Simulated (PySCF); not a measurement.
C5H6S2.
InChI=1S/C5H6S2/c1-6-5-3-2-4-7-5/h2-4H,1H3

Torsions of this conformer, `[CH3:1][S:2][c:3]1[cH:4][cH:5][cH:6][s:7]1`: C1–S2–C3–C4 180°.

The closed-shell ground state was solved at several levels (PySCF, density fitting, gas phase, non-relativistic). Geometry: PBE0-D3(BJ)/def2-SVP, one conformer, isolated molecule.

```tsv
level	basis functions	total energy (Eh)	HOMO (eV)	LUMO (eV)	gap (eV)	dipole (D)
PBE0/IGLO-III	323	-990.0952	-5.79	-0.33	5.46	0.95
PBE0/6-31G*	118	-989.9555	-5.65	-0.04	5.61	0.95
CAM-B3LYP/def2-SVPD	202	-990.0335	-7.08	0.56	7.64	0.95
PBE0/cc-pVDZ	136	-990.0152	-5.72	-0.16	5.56	0.96
PBE0/6-31G	83	-989.8425	-5.75	-0.04	5.71	0.99
PBE0/6-311+G(2d,p)	241	-990.0736	-5.83	-0.46	5.37	0.97
PBE0/aug-cc-pVDZ	223	-990.0290	-5.85	-0.44	5.41	0.94
```

What might PBE0/cc-pVTZ (302 basis functions) give for the same quantities?

Total energy -990.1006 Eh, HOMO -5.81 eV, LUMO -0.34 eV, gap 5.47 eV, dipole 0.93 D.

Over all these levels, which gives the widest orbital gap and which the narrowest?

CAM-B3LYP/def2-SVPD (range-separated hybrid) has the widest, 7.64 eV, and PBE0/6-311+G(2d,p) (global hybrid, 25 % exact exchange) the narrowest, 5.37 eV. Functional and basis both differ between the two, so the spread mixes both effects.

How much does the basis alone move the frontier levels among the 7 PBE0 rows (the withheld one included)?

The HOMO by 0.20 eV and the LUMO by 0.42 eV. By rising basis size (HOMO, LUMO in eV): 6-31G -5.75, -0.04; 6-31G* -5.65, -0.04; cc-pVDZ -5.72, -0.16; aug-cc-pVDZ -5.85, -0.44; 6-311+G(2d,p) -5.83, -0.46; cc-pVTZ -5.81, -0.34; IGLO-III -5.79, -0.33.

How far do the dipole and the HOMO energy spread over the levels?

The dipole runs from 0.93 to 0.99 D (mean 0.95 D) and the HOMO from -7.08 to -5.65 eV.
